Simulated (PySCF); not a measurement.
## Correlation energy of Bi (bismuth, neutral)

[Xe] 4f14 5d10 6s2 6p2 6d1, one real determinant (an excited configuration). Computed with PySCF 2.14 in aug-cc-pVTZ-PP with one added diffuse shell each of d, f type with ECP60MDF (6s5p5d3f, 67 functions), with a scalar-relativistic core potential. Frozen: 5s2 5p6 5d10; 5 electrons correlated.

| level | correlation energy (mhartree) |
| --- | --- |
| CCSD | -55.81 |
| (T) | -1.79 |
| CCSD(T) | -57.60 |

Diagnostics: T1 = 0.042, D1 = 0.1317, largest double amplitude 0.108.

**Question.** Is a single reference adequate?

**Answer.** Not fully. The real determinant used has ⟨L²⟩ near 8 against 12 for a pure F term, so it mixes terms. Spin-orbit coupling is strong in this species (close to jj coupling), so the high-spin LS determinant is a model state, not a physical level. The outer electron is Rydberg-like, and this basis confines it to a smaller radius and binds it less than a complete one would. T1 exceeds 0.03, a sign that the reference determinant is poor.

The reference is one real determinant that mixes LS terms of this configuration.

Spin-orbit coupling is strong in this species, so the high-spin LS determinant is a model state.
